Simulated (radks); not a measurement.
Problem. These are the eigenvalues of the occupied orbitals of an atom or ion with whole-number occupations (eV). Method: scalar-relativistic Kohn-Sham, SCAN, spin-unpolarised, spherical densities, finite nucleus; meta-GGA in the generalised Kohn-Sham scheme; Fermi nuclear charge, rms radius of each element as measured or else 0.836 A^(1/3) + 0.57 fm; computed with a radial shooting solver on a logarithmic mesh with Libxc functionals.

orbital  eigenvalue
1s        -85690.85
2s        -15293.20
2p        -13153.72
3s        -3669.226
3p        -3050.010
3d        -2406.326
4s        -831.2898
4p        -627.4045
4d        -387.2832
5s        -140.8329
4f        -122.6571
5p         -85.3447
5d         -23.1952
6s         -16.8139

Which element is it, and in what charge state? The configuration may be excited.

Solution. Z = 81, thallium, charge +1: Tl+ in [Hg]. The list shows which subshells hold electrons but not how many an open one holds; the 1s level, -3149.1 hartree, gives Z - s = 79.4 by -(Z - s)^2/2, which with screening and relativity narrows Z to a few neighbours, and the depths of the outer levels then fix element, charge and occupations together.
